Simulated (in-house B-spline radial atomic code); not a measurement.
Radial electron density of As⁸⁺, [Ar] 3d7. Computed with a radial B-spline atomic code at the basis-set limit: scalar-relativistic (X2C) Hartree-Fock with fractional occupations, spin-polarised, spherical fractional occupations, Fermi nucleus of rms radius 4.0968 fm.

Caution: exact exchange at fractional occupations of open shells leaves self-interaction of up to several eV.

One-electron X2C: radii and densities carry no picture-change correction, so inner-shell <1/r> comes out high (for 1s by about 2 % at Z = 33, 5 % at 54, 10 % at 75, 30 % at 118) and <r> low.

Columns: r (bohr), 4πr²n(r) (electrons per bohr), bar.

```
 0.00172    1.211 #
 0.00205    1.636 ##
 0.00243    2.181 ##
  0.0029     2.93 ###
 0.00345    3.894 ####
  0.0041    5.134 #####
 0.00488    6.737 ######
  0.0058    8.741 ########
 0.00691    11.26 ##########
 0.00822    14.29 #############
 0.00978    17.86 #################
  0.0116    21.84 ####################
  0.0138    26.24 ########################
  0.0165    30.85 #############################
  0.0196    34.98 ################################
  0.0233    38.34 ####################################
  0.0277    40.38 #####################################
   0.033    40.75 ######################################
  0.0393    39.38 #####################################
  0.0467    36.85 ##################################
  0.0556    34.21 ################################
  0.0662    32.98 ###############################
  0.0787    34.31 ################################
  0.0937    38.37 ####################################
   0.111    43.53 ########################################
   0.133    47.42 ############################################
   0.158    46.83 ###########################################
   0.188    41.17 ######################################
   0.223    32.79 ##############################
   0.266     25.5 ########################
   0.316    23.11 #####################
   0.376    25.28 #######################
   0.448    28.33 ##########################
   0.533    28.02 ##########################
   0.634    23.08 #####################
   0.754     15.5 ##############
   0.897    8.366 ########
    1.07    3.524 ###
    1.27    1.185 #
    1.51   0.2993 
     1.8  0.05371 
    2.14 0.006827
```

On this grid the curve has 3 maxima, near 0.033, 0.133, 0.448 bohr.

The 3p down radial function P(r) = rR(r), positive near the nucleus:

| r (bohr) | P |
| --- | --- |
| 0.00172 | 0.00165 |
| 0.00243 | 0.003067 |
| 0.00345 | 0.005781 |
| 0.00488 | 0.01083 |
| 0.00691 | 0.02027 |
| 0.00978 | 0.03758 |
| 0.0138 | 0.06828 |
| 0.0196 | 0.1225 |
| 0.0277 | 0.2103 |
| 0.0393 | 0.3441 |
| 0.0556 | 0.518 |
| 0.0787 | 0.6915 |
| 0.111 | 0.7585 |
| 0.158 | 0.555 |
| 0.223 | -0.01359 |
| 0.316 | -0.8102 |
| 0.448 | -1.368 |
| 0.634 | -1.297 |
| 0.897 | -0.7554 |
| 1.27 | -0.2492 |
| 1.8 | -0.0383 |
